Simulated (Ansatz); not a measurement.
Molecule: disilylmethane, CH$_{8}$Si$_{2}$, net charge 0, singlet state. SMILES: [SiH3]C[SiH3]
Geometry: optimised at B3LYP-D3(BJ)/def2-TZVP (Ansatz, a program for electronic structure).

Parts of the frozen-core correlation energy in aug-cc-pV(D+d)Z (Ansatz, hartree). Frozen orbitals: 11; correlated occupied orbitals by spin: 10 and 10; virtual: 138 and 138. Spin-orbit coupling is left out. Non-relativistic.

| term | value |
|---|---|
| reference (HF) | -620.40338 |
| MP2 opposite-spin | -0.30869 |
| MP2 same-spin | ? |
| CCSD correlation | ? |
| (T) | ? |
| T1 diagnostic | 0.011 |
| largest doubles amplitude | 0.014 |

**Question.** Complete the blanks.

**Answer.** 
- MP2 same-spin, value: -0.06656
- CCSD correlation, value: -0.43798
- (T), value: -0.01266
